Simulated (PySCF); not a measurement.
Compound: 1,3-butanesultone, C4H8O3S.
Atom-mapped SMILES: `[CH3:1][C@H:2]1[CH2:3][CH2:4][S:5](=[O:6])(=[O:7])[O:8]1` (hydrogens: H9, H10, H11 on C1; H12 on C2; H13, H14 on C3; H15, H16 on C4)

A GFN2-xTB structure was refined with PySCF 2.14.0, PBE0-D3(BJ)/def2-SVP geometry optimisation, gas phase. Its GFN2-xTB values:

```json
{"coordinate": "C1–C2", "GFN2-xTB": "1.525 Å"}
{"coordinate": "C1–H9", "GFN2-xTB": "1.087 Å"}
{"coordinate": "C2–C3", "GFN2-xTB": "1.542 Å"}
{"coordinate": "C2–O8", "GFN2-xTB": "1.415 Å"}
{"coordinate": "C2–H12", "GFN2-xTB": "1.096 Å"}
{"coordinate": "C3–C4", "GFN2-xTB": "1.513 Å"}
{"coordinate": "C3–H13", "GFN2-xTB": "1.091 Å"}
{"coordinate": "C3–H14", "GFN2-xTB": "1.089 Å"}
{"coordinate": "C4–S5", "GFN2-xTB": "1.828 Å"}
{"coordinate": "C4–H15", "GFN2-xTB": "1.083 Å"}
{"coordinate": "C4–H16", "GFN2-xTB": "1.085 Å"}
{"coordinate": "S5=O6", "GFN2-xTB": "1.424 Å"}
{"coordinate": "S5=O7", "GFN2-xTB": "1.430 Å"}
{"coordinate": "S5–O8", "GFN2-xTB": "1.616 Å"}
{"coordinate": "C1–C2–C3", "GFN2-xTB": "112.7°"}
{"coordinate": "C2–O8–S5", "GFN2-xTB": "109.2°"}
{"coordinate": "C3–C2–O8", "GFN2-xTB": "106.2°"}
{"coordinate": "C3–C4–S5", "GFN2-xTB": "103.2°"}
{"coordinate": "C4–S5–O8", "GFN2-xTB": "96.7°"}
{"coordinate": "O6–S5–O7", "GFN2-xTB": "117.6°"}
{"coordinate": "O6–S5–O8", "GFN2-xTB": "108.3°"}
{"coordinate": "O7–S5–O8", "GFN2-xTB": "110.4°"}
{"coordinate": "C1–C2–O8–S5", "GFN2-xTB": "-80°"}
{"coordinate": "C2–C3–C4–S5", "GFN2-xTB": "25°"}
{"coordinate": "C3–C4–S5–O6", "GFN2-xTB": "111°"}
{"coordinate": "C4–S5–O8–C2", "GFN2-xTB": "-25°"}
```

How do these coordinates change at the PBE0-D3(BJ)/def2-SVP level?

```
 coordinate  PBE0-D3(BJ)/def2-SVP (Å or °)  change
      S5–O8                          1.642  +0.026
      S5=O6                          1.445  +0.021
      S5=O7                          1.450  +0.020
      C2–O8                          1.432  +0.017
     C4–H15                          1.097  +0.014
      C4–S5                          1.815  -0.013
     C4–H16                          1.098  +0.013
      C1–H9                          1.099  +0.012
     C3–H14                          1.099  +0.010
     C3–H13                          1.100  +0.009
      C1–C2                          1.516  -0.009
      C3–C4                          1.520  +0.007
      C2–C3                          1.536  -0.006
     C2–H12                          1.100  +0.004
   O6–S5–O7                          120.9    +3.3
   C2–O8–S5                          111.5    +2.3
   C1–C2–C3                          114.8    +2.1
   C4–S5–O8                           95.1    -1.6
   C3–C4–S5                          104.6    +1.4
   O7–S5–O8                          109.1    -1.3
   C3–C2–O8                          104.9    -1.3
   O6–S5–O8                          107.0    -1.3
C3–C4–S5–O6                            105      -6
C1–C2–O8–S5                            -84      -4
C4–S5–O8–C2                            -21      +4
C2–C3–C4–S5                             28      +3
```

The energy falls by 12.9 kJ/mol over 8 energy and gradient evaluations, the largest force component goes from 0.0252 to 3.8e-04 Eh/bohr, and the atoms move by 0.092 Å rms after alignment. The bond that changes most is S5–O8 (ends: sulfonyl sulfur; oxygen bonded to C and S), which lengthens by 0.026 Å. Bonds longer at the end by more than 0.005 Å: 12 of 16; shorter: 3. Rotational constants go from 3067, 1684, 1494 to 3050, 1625, 1445 MHz.

The run used 156 basis functions and 57 SCF cycles in all. The run took 1.7 min on one thread, x86-64 server (shared host).

Stationary, but not proved a minimum. One conformer, not necessarily the lowest.
